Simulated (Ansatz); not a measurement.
C₃H₃BF₂O₂ (`F[B-]1(F)OC=CC=[O+]1`). Total charge 0; spin multiplicity 1. The structure was optimised at the PBE0-D4/def2-TZVP level.

```xyz
11

F    -0.183    1.942   -1.577
B    -0.679    1.269   -0.512
F    -1.792    1.794    0.051
O     0.407    1.210    0.554
C     0.947    0.127    0.935
C     0.606   -1.120    0.445
C    -0.395   -1.172   -0.508
O    -0.999   -0.151   -0.958
H     1.719    0.240    1.698
H     1.092   -2.016    0.799
H    -0.723   -2.124   -0.928
```

(1) What is the dipole moment at PBE/def2-TZVPP? (Best estimate.)

(2) And with r2SCAN, B3LYP, ωB97M-V? (An estimate is asked.)

(3) Give the Mulliken charges with PBE, r2SCAN, B3LYP in def2-TZVPP. (An estimate is asked.)

## Answers

(1) Ansatz gave: 5.75 D, with components (2.54, -4.78, 1.94) D in this frame, pointing from negative to positive charge.

(2) Computed: r2SCAN 5.94 D, B3LYP 6.14 D, ωB97M-V 6.14 D.

(3) Ansatz gave: 
```
atom    PBE  r2SCAN  B3LYP
  F1  -0.25   -0.31  -0.30
  B2   0.37    0.50   0.52
  F3  -0.25   -0.31  -0.30
  O4  -0.16   -0.23  -0.23
  C5   0.15    0.25   0.17
  C6  -0.20   -0.25  -0.23
  C7   0.15    0.25   0.17
  O8  -0.16   -0.23  -0.23
  H9   0.12    0.11   0.14
 H10   0.12    0.10   0.14
 H11   0.12    0.11   0.14
```

B3LYP here is the variant with VWN-RPA as its local correlation; programs differ in this.
